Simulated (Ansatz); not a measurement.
Molecule (SMILES): Cl[Se]Cl.
Atoms: Se1, Cl2, Cl3. Bonds: Se1-Cl2, Se1-Cl3.

Basis-set convergence of the highest harmonic wavenumber at CCSD(T) with Ansatz (an electronic-structure program). Each level at its own minimum, finite differences of forces, unscaled; the reference is a large set that could be run, not a limit. Cartesian d functions, on some or all atoms, in 6-31G*, 6-311G**; all else is spherical. Cores are frozen (with 3d on Ga to Br). No added dispersion term, no relativity. Reference: the value in aug-cc-pV(T+d)Z, 421 cm⁻¹, itself unsure by roughly 3 cm⁻¹ (its distance from def2-TZVPPD). Deviations are taken from unrounded values. Cost is core time over that of def2-SVP, rough, on shared machines of one kind.

| basis | functions | highest harmonic wavenumber (cm⁻¹) | minus reference (cm⁻¹) | cost |
|---|---|---|---|---|
| def2-SVP | 68 | 398 | -23 | 1× |
| 6-31G* | 73 | 411 | -11 | 1× |
| cc-pV(D+d)Z | 73 | 403 | -18 | 1× |
| 6-311G** | 98 | 403 | -18 | 4× |
| aug-cc-pV(D+d)Z | 100 | 402 | -20 | 5× |
| pcseg-2 | 111 | 427 | 5 | 6× |
| cc-pV(T+d)Z | 121 | 424 | 2 | 8× |
| def2-TZVP | 122 | 424 | 2 | 8× |
| def2-TZVPP | 132 | 424 | 3 | 10× |
| def2-TZVPPD | 159 | 424 | 3 | 30× |
| aug-cc-pV(T+d)Z | 169 | 421 | 0 | 40× |
